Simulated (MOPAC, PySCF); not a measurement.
C9H5F3S, SMILES `FC(F)(F)c1ccc2ccsc2c1`, neutral singlet in the gas phase. 

Z-matrix (Å, degrees):
```
C
C 1 1.3971
C 2 1.3865 1 118.15
H 2 1.0906 3 120.45 1 179.96
C 3 1.4092 2 121.10 4 179.95
C 5 1.3817 3 120.54 2 0.01
H 5 1.0920 6 120.08 3 179.97
H 6 1.0922 5 120.38 7 -0.03
C 6 1.4073 8 119.85 5 -180.00
C 9 1.4348 6 129.64 8 0.01
C 10 1.3610 9 112.40 6 -180.00
H 11 1.0898 10 127.38 9 180.00
H 10 1.0905 11 123.67 12 0.01
C 3 1.5021 2 120.47 4 -0.17
F 14 1.3354 3 112.25 2 1.03
F 14 1.3385 15 107.43 3 -122.80
F 14 1.3385 15 107.41 16 -114.42
S 11 1.7306 12 119.18 10 -179.95
```
Charge 0, spin multiplicity 1.

All levels are single points at this geometry (PBE0-D3(BJ)/def2-SVP); Pople sets use spherical d functions. Orbital energies aren't observables, and empty levels follow the basis.

| level | HOMO (eV) | LUMO (eV) | gap (eV) | dipole (D) | vertical IE, Delta-SCF (eV) |
|---|---|---|---|---|---|
| B3LYP-D3(BJ)/def2-TZVP in PySCF | -6.56 | -1.53 | 5.03 | 3.36 | 8.41 |
| M06-2X/def2-TZVP in PySCF | -7.81 | -0.63 | 7.18 | 3.45 | 8.72 |
| PBE-D3(BJ)/def2-TZVP in PySCF | -5.83 | -2.16 | 3.67 | 3.18 | 8.27 |
| PBE/6-31G* in PySCF | -5.53 | -1.78 | 3.76 | 2.78 | 8.05 |
| SVWN5/6-31G* in PySCF | -5.70 | -1.98 | 3.72 | 2.91 | 8.27 |
| HF/3-21G in PySCF | -8.78 | 2.15 | 10.94 | 3.90 | – |
| AM1 in MOPAC | -8.91 | -0.80 | 8.11 | 3.09 | – |
| PM6 in MOPAC | -9.02 | -1.05 | 7.97 | 3.24 | – |
| PM7 in MOPAC | -8.97 | -1.22 | 7.75 | 3.37 | – |
